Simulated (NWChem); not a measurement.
System: H$_{2}$BO$_{3}$, doublet; SMILES B([O])(O)O

Input file for NWChem:

```
start job
memory heap 200 mb stack 900 mb global 1100 mb
geometry units angstroms noautoz
  O     -0.000004     0.000002    -1.423357
  B      0.000001    -0.000006    -0.050468
  O     -0.060488    -1.221633     0.547269
  O      0.060498     1.221632     0.547268
  H     -0.218487    -1.204819     1.494215
  H      0.218480     1.204823     1.494218
end
basis spherical
  * library aug-cc-pvdz
end
dft
  odft
  mult 2
  xc xpbe96 cpbe96
  iterations 150
  mulliken
end
task dft gradient
```

Parts of the log:

```
             Northwest Computational Chemistry Package (NWChem) 7.3.0
             --------------------------------------------------------

 C2  symmetry detected

                             Geometry "geometry" -> ""
                             -------------------------

 Output coordinates in angstroms (scale by  1.889725989 to convert to a.u.)

  No.       Tag          Charge          X              Y              Z
 ---- ---------------- ---------- -------------- -------------- --------------
    1 O                    8.0000     0.00000000     0.00000000    -1.42676129
    2 B                    5.0000     0.00000000     0.00000000    -0.05387229
    3 O                    8.0000     1.22309359     0.00935020     0.54386421
    4 O                    8.0000    -1.22309359    -0.00935020     0.54386421
    5 H                    1.0000     1.21532939    -0.14934240     1.49081221
    6 H                    1.0000    -1.21532939     0.14934240     1.49081221

 Effective nuclear repulsion energy (a.u.)     107.1899354087

      Symmetry information
      --------------------

 Group name             C2
 Group number              4
 Group order               2
 No. of unique centers     4

  pbe96 is a nonlocal functional; adding pw91lda local functional.

                                 NWChem DFT Module
                                 -----------------

 Summary of "ao basis" -> "ao basis" (spherical)
 ------------------------------------------------------------------------------
       Tag                 Description            Shells   Functions and Types
 ---------------- ------------------------------  ------  ---------------------
 O                        aug-cc-pvdz                9       23   4s3p2d
 B                        aug-cc-pvdz                9       23   4s3p2d
 H                        aug-cc-pvdz                5        9   3s2p

      Symmetry analysis of basis
      --------------------------

        a          58
        b          52

            General Information
            -------------------
          SCF calculation type: DFT
          Wavefunction type:  spin polarized.
          No. of atoms     :     6
          No. of electrons :    31
           Alpha electrons :    16
            Beta electrons :    15
          Charge           :     0
          Spin multiplicity:     2
          Use of symmetry is: on ; symmetry adaption is: on
          Maximum number of iterations: 150
          AO basis - number of functions:   110
                     number of shells:    46
          Convergence on energy requested:  1.00D-06
          Convergence on density requested:  1.00D-05
          Convergence on gradient requested:  5.00D-04

              XC Information
              --------------
          PerdewBurkeErnzerhof Exchange Functional  1.000
            Perdew 1991 LDA Correlation Functional  1.000 local
           PerdewBurkeErnz. Correlation Functional  1.000 non-local

             Grid Information
             ----------------
          Grid used for XC integration:  medium
          Radial quadrature: Mura-Knowles
          Angular quadrature: Lebedev.
          Tag              B.-S. Rad. Rad. Pts. Rad. Cut. Ang. Pts.
          ---              ---------- --------- --------- ---------
          O                   0.60       49          13.0       434
          B                   0.85       49          13.0       434
          H                   0.35       45          13.0       434
          Grid pruning is: on
          Number of quadrature shells:   192
          Spatial weights used:  Erf1

      Superposition of Atomic Density Guess
      -------------------------------------

 Sum of atomic energies:        -249.83224609

      Non-variational initial energy
      ------------------------------

 Total energy =    -250.987682
 1-e energy   =    -554.666768
 2-e energy   =     196.489150
 HOMO         =      -0.444086
 LUMO         =       0.005004

   Symmetry analysis of molecular orbitals - initial alpha
   -------------------------------------------------------

  Numbering of irreducible representations:

     1 a           2 b

  Orbital symmetries:

     1 a           2 b           3 a           4 a           5 a
     6 b           7 a           8 a           9 b          10 a
    11 b          12 a          13 b          14 a          15 b
    16 b          17 a          18 a          19 b          20 b
    21 b          22 a          23 a          24 b          25 a
    26 b

   Symmetry analysis of molecular orbitals - initial beta
   ------------------------------------------------------

  Numbering of irreducible representations:

     1 a           2 b

  Orbital symmetries:

     1 a           2 b           3 a           4 a           5 a
     6 b           7 a           8 a           9 b          10 a
    11 b          12 a          13 b          14 a          15 b
    16 b          17 a          18 a          19 b          20 b
    21 b          22 a          23 a          24 b          25 a
    26 b

     ---------------------------------------------
      Total Density - Mulliken Population Analysis
     ---------------------------------------------

[...]

                         DFT ENERGY GRADIENTS

    atom               coordinates                        gradient
                 x          y          z           x          y          z
   1 O       0.000000   0.000000  -2.696188    0.000000   0.000000   0.011800
   2 B       0.000000   0.000000  -0.101804    0.000000   0.000000   0.001159
   3 O       2.311312   0.017669   1.027754   -0.017528  -0.002832   0.004060
   4 O      -2.311312  -0.017669   1.027754    0.017528   0.002832   0.004060
   5 H       2.296640  -0.282216   2.817227    0.000116   0.002703  -0.010539
   6 H      -2.296640   0.282216   2.817227   -0.000116  -0.002703  -0.010539
```

Level: PBE/aug-cc-pVDZ, spin-unrestricted. Coordinates come from a PBE0/def2-SVP, spin-unrestricted optimisation. No stability test was run on the SCF state.
